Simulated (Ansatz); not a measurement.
Ansatz (a program for electronic structure) input:

Ansatz 0.2 input:
```yaml
crystal:
  periodic: [false, false, false]
  atoms:
    - {symbol: Cd, position_ang: [-0.00000000, -0.00000000, -1.36031263]}
    - {symbol: I, position_ang: [0.00000000, 0.00000000, 1.23198125]}
basis:
  gaussian:
    orbitals: def2-TZVPD
hamiltonian:
  xc: {name: PBE0}
total_charge: 1
output: {forces: true}
```

**Question.** What final total energy does it print?

**Answer.** -465.21462 Eh (PBE0/def2-TZVPD). The basis has 99 functions.
